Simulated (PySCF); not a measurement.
Working out the excitation energy of Ba

Ba [Xe] 6s2 (1S) → Ba [Xe] 5d2 (3F). Calculation: PySCF 2.14, in aug-cc-pVDZ-X2C (8s7p5d, 54 functions); scalar relativity by spin-free X2C-1e. Frozen: [Xe]. Energies in hartree (1 hartree = 27.21139 eV):

| part | Ba (lower) | Ba (upper) |
| --- | --- | --- |
| UHF | -8131.635414 | -8131.545795 |
| CCSD correlation | -0.023398 | -0.002644 |
| (T) | 0.000000 | 0.000000 |

**Question.** What does Hartree-Fock give?

**Answer.** (-8131.545795) − (-8131.635414) = 0.089619 hartree = 2.439 eV.

**Question.** What do CCSD and CCSD(T) give?

**Answer.** The CCSD correlation energies differ by 0.020754 hartree = 0.565 eV and the triples by 0.000000 hartree = 0.000 eV, so CCSD gives 3.004 eV and CCSD(T) 3.004 eV.

A double-zeta basis recovers only part of the correlation energy.
